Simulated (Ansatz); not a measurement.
## Abstraction of H: C2H8GaN + C2H5Te → C2H7GaN + C2H6Te

Species: C2H8GaN `C[CH2][GaH][NH2]`, singlet; C2H5Te `CC[Te]`, doublet; C2H7GaN `C[CH2][Ga][NH2]`, doublet; C2H6Te `CC[TeH]`, singlet. A radical takes H: the energy is the difference in strength between the Ga–H bond broken and the Te–H bond made.

Shapes, held fixed at every level: PBE0-D4/def2-TZVP. Flexible molecules stand in one conformer, not always the lowest. Programs: Ansatz 0.2.0. Electronic energies: no zero-point or thermal term.

```
              level                    kind  ΔE (kJ/mol)  less CCSD(T)/def2-TZVPP
     MP2/def2-TZVPP     perturbation theory        +52.8                     -2.1
  PBE-D4/def2-TZVPP                     GGA        +38.1                    -16.8
B3LYP-D4/def2-TZVPP           global hybrid        +47.5                     -7.4
 PBE0-D4/def2-TZVPP           global hybrid        +46.8                     -8.1
 wB97X-V/def2-TZVPP  range-separated hybrid        +59.2                     +4.3
  B2PLYP/def2-TZVPP           double hybrid        +51.9                     -3.0
 CCSD(T)/def2-TZVPP   coupled cluster or CI        +54.9                      0.0
```

The highest level, CCSD(T)/def2-TZVPP, gives ΔE = +54.9 kJ/mol; the levels span +38.1 to +59.2. The column of differences is taken from that level and isn't an error. No measured value is set beside it here. Open shells run unrestricted. For atoms past krypton def2 sets carry core potentials with scalar relativity. Relativity is left out for Ga. Outer-core shells of Ga, Te are correlated, in sets that cover them unevenly.
